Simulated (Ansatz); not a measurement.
Two members of one family (Oligo(thiophene), donor-acceptor), computed with Ansatz in the gas phase. The two geometries come from different levels. Binding counts from free atoms in the multiplicity of their measured ground term, without zero-point energy. Sets without diffuse functions give affinities that are too small. A dash marks a value that wasn't run or was left out as unsound. The structures are stationary points that may keep the symmetry of their start. Remarks come from the PBE and PBE0 runs and from stability tests at other levels; not every state was tested. A HOMO above zero means that the electron is unbound at that level and held by the basis, or that self-interaction error raises the level; the energy of removing that electron tells which.

First: CN(C)c1ccc(-c2ccc(-c3ccc(C#N)s3)s2)s1 (singlet, charge 0, r2SCAN-D4/def2-SVP geometry).

| atom | x (Å) | y (Å) | z (Å) |
| --- | --- | --- | --- |
| C1 | 3.298 | 3.393 | 1.671 |
| N2 | 3.027 | 3.561 | 0.261 |
| C3 | 3.407 | 4.798 | -0.386 |
| C4 | 2.048 | 2.812 | -0.331 |
| C5 | 1.460 | 2.984 | -1.583 |
| C6 | 0.510 | 1.982 | -1.882 |
| C7 | 0.332 | 1.043 | -0.875 |
| C8 | -0.554 | -0.085 | -0.846 |
| C9 | -1.537 | -0.435 | -1.773 |
| C10 | -2.226 | -1.615 | -1.437 |
| C11 | -1.797 | -2.200 | -0.250 |
| C12 | -2.265 | -3.389 | 0.402 |
| C13 | -1.804 | -3.978 | 1.580 |
| C14 | -2.501 | -5.149 | 1.933 |
| C15 | -3.505 | -5.475 | 1.029 |
| C16 | -4.391 | -6.571 | 1.068 |
| N17 | -5.128 | -7.478 | 1.098 |
| S18 | -3.583 | -4.309 | -0.269 |
| S19 | -0.500 | -1.255 | 0.447 |
| S20 | 1.376 | 1.419 | 0.487 |
| H21 | 3.436 | 2.324 | 1.904 |
| H22 | 4.231 | 3.913 | 1.926 |
| H23 | 2.485 | 3.782 | 2.317 |
| H24 | 2.593 | 5.550 | -0.380 |
| H25 | 4.279 | 5.220 | 0.129 |
| H26 | 3.690 | 4.608 | -1.433 |
| H27 | 1.709 | 3.802 | -2.260 |
| H28 | -0.041 | 1.940 | -2.822 |
| H29 | -1.750 | 0.162 | -2.660 |
| H30 | -3.030 | -2.040 | -2.044 |
| H31 | -0.979 | -3.561 | 2.162 |
| H32 | -2.292 | -5.755 | 2.816 |

| level | HOMO (eV) | LUMO (eV) | gap (eV) | vertical IE (eV) | vertical EA (eV) | vertical triplet (eV) | binding per atom (eV) |
| --- | --- | --- | --- | --- | --- | --- | --- |
| PBE-D4/def2-SVP | -4.39 | -2.65 | 1.74 | – | – | – | 5.19 |
| PBE-D4/def2-TZVP | -4.48 | -2.78 | 1.70 | 6.28 | 1.08 | 1.63 | 5.13 |
| r2SCAN-D4/def2-TZVP | -4.59 | -2.75 | 1.84 | – | – | – | 4.93 |
| PBE0-D4/def2-SVP | -5.21 | -2.14 | 3.07 | – | – | – | 5.05 |
| PBE0-D4/def2-TZVP | -5.23 | -2.22 | 3.01 | 6.44 | 1.08 | 1.76 | 4.98 |

Remarks: HOMO above zero (-1 doublet).

Second: CN(C)c1ccc(-c2ccc(-c3ccc(-c4ccc(C#N)s4)s3)s2)s1 (singlet, charge 0, PBE-D4/def2-SVP geometry).

Cartesian coordinates in Å:
```
C 1.022 3.639 -6.266
N 0.110 4.091 -5.234
C -0.313 5.477 -5.211
C -0.024 3.360 -4.081
C -0.658 3.720 -2.886
C -0.637 2.682 -1.923
C 0.021 1.525 -2.335
C 0.245 0.290 -1.637
C 0.797 -0.909 -2.106
C 0.862 -1.925 -1.127
C 0.361 -1.536 0.119
C 0.267 -2.311 1.325
C 0.527 -3.676 1.507
C 0.337 -4.113 2.835
C -0.077 -3.101 3.706
C -0.372 -3.170 5.113
C -0.790 -2.148 5.976
C -0.986 -2.578 7.306
C -0.722 -3.936 7.486
C -0.814 -4.701 8.670
N -0.889 -5.343 9.655
S -0.224 -4.684 5.978
S -0.215 -1.580 2.843
S -0.192 0.130 0.054
S 0.638 1.734 -3.976
H 0.834 2.569 -6.501
H 0.852 4.221 -7.191
H 2.097 3.739 -5.975
H -0.259 5.893 -6.234
H -1.366 5.554 -4.867
H 0.313 6.109 -4.538
H -1.124 4.698 -2.717
H -1.097 2.769 -0.928
H 1.135 -1.035 -3.144
H 1.272 -2.927 -1.314
H 0.837 -4.334 0.685
H 0.489 -5.150 3.165
H -0.945 -1.115 5.636
H -1.311 -1.928 8.130
```

Q: Estimate how these quantities change from the first to the second (second minus first).

A: 
```
              level  Δ HOMO (eV)  Δ LUMO (eV)  Δ gap (eV)  Δ vertical IE (eV)  Δ vertical EA (eV)  Δ vertical triplet (eV)  Δ binding per atom (eV)
    PBE-D4/def2-SVP         0.08        -0.20       -0.28                   –                   –                        –                     0.08
   PBE-D4/def2-TZVP         0.09        -0.19       -0.28               -0.28                0.38                    -0.22                     0.07
r2SCAN-D4/def2-TZVP         0.10        -0.20       -0.30                   –                   –                        –                     0.07
   PBE0-D4/def2-SVP         0.12        -0.24       -0.37                   –                   –                        –                     0.07
  PBE0-D4/def2-TZVP         0.13        -0.23       -0.36               -0.25                0.35                    -0.19                     0.07
```

Remarks: HOMO above zero (-1 doublet).
